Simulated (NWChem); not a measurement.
# C₂H₄Si; SMILES C#C[SiH3]

Computed with NWChem. The geometry was optimised at PBE0/def2-SVP. B3LYP is NWChem's, with the RPA form of VWN correlation.

Question: What does the run give for B3LYP/def2-SVP? Quantities: highest occupied level (eV); orbital gap (eV); dipole (D).

Answer: 
```
Quantity                     Result
---------------------------  ------
highest occupied level (eV)   -7.91
orbital gap (eV)               7.80
dipole (D)                     0.40
```
